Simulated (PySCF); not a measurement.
## Electron correlation in As²⁺ (arsenic, charge +2)

[Ar] 3d10 4s2 4p1, 2P determinant. Calculation: PySCF 2.14, in cc-pVDZ-PP with ECP10MDF (4s3p2d, 23 functions); scalar relativity through the core potential. Frozen: 3s2 3p6 3d10; 3 electrons correlated.

MP2 pair energies summed by pair of shells (mhartree):

```csv
pair,energy,share (%)
4s-4s,-19.16,58.6
4s-4p,-13.54,41.4
```

Total MP2 correlation energy: -32.70 mhartree.

Same-spin part -2.10 and opposite-spin part -30.60 mhartree; SCS-MP2 scales them by 1/3 and 6/5 to -37.42 mhartree.

| level | correlation energy (mhartree) |
| --- | --- |
| CCSD | -48.11 |
| (T) | -0.39 |
| CCSD(T) | -48.50 |

Diagnostics: T1 = 0.0077, D1 = 0.0187, largest double amplitude 0.097.

Cost of the coupled-cluster step: 0.09 s of wall time on 1 thread of Neoverse-V1 (shared host), for 3 correlated electrons.

Iterations:

```
CC2 = 0
CCSD nocc = (np.int64(2), np.int64(1)), nmo = (14, 14)
frozen orbitals [[0, 1, 2, 3, 4, 5, 6, 7, 8], [0, 1, 2, 3, 4, 5, 6, 7, 8]]
max_cycle = 100
direct = 0
conv_tol = 1e-08
conv_tol_normt = 1e-06
diis_space = 8
diis_start_cycle = 0
Init t2, MP2 energy = -0.0326965846067448
Init E_corr(UCCSD) = -0.0326965846122135
cycle = 1  E_corr(UCCSD) = -0.0427891981907624  dE = -0.0100926136  norm(t1,t2) = 0.0460999
cycle = 2  E_corr(UCCSD) = -0.0461185531900132  dE = -0.003329355  norm(t1,t2) = 0.0177101
cycle = 3  E_corr(UCCSD) = -0.0481167957652496  dE = -0.00199824258  norm(t1,t2) = 0.00735433
cycle = 4  E_corr(UCCSD) = -0.0481014255415725  dE = 1.53702237e-05  norm(t1,t2) = 0.000752956
cycle = 5  E_corr(UCCSD) = -0.0481100837687488  dE = -8.65822718e-06  norm(t1,t2) = 6.64472e-05
cycle = 6  E_corr(UCCSD) = -0.0481077421105641  dE = 2.34165818e-06  norm(t1,t2) = 9.80517e-06
cycle = 7  E_corr(UCCSD) = -0.0481087270630865  dE = -9.84952522e-07  norm(t1,t2) = 2.69653e-06
cycle = 8  E_corr(UCCSD) = -0.0481084635988997  dE = 2.63464187e-07  norm(t1,t2) = 7.91994e-07
cycle = 9  E_corr(UCCSD) = -0.048108472728941  dE = -9.1300413e-09  norm(t1,t2) = 1.00807e-07
UCCSD converged
E(UCCSD) = -330.2382861515532  E_corr = -0.04810847272894105
UCCSD(T) correction = -0.000387638859321827
```
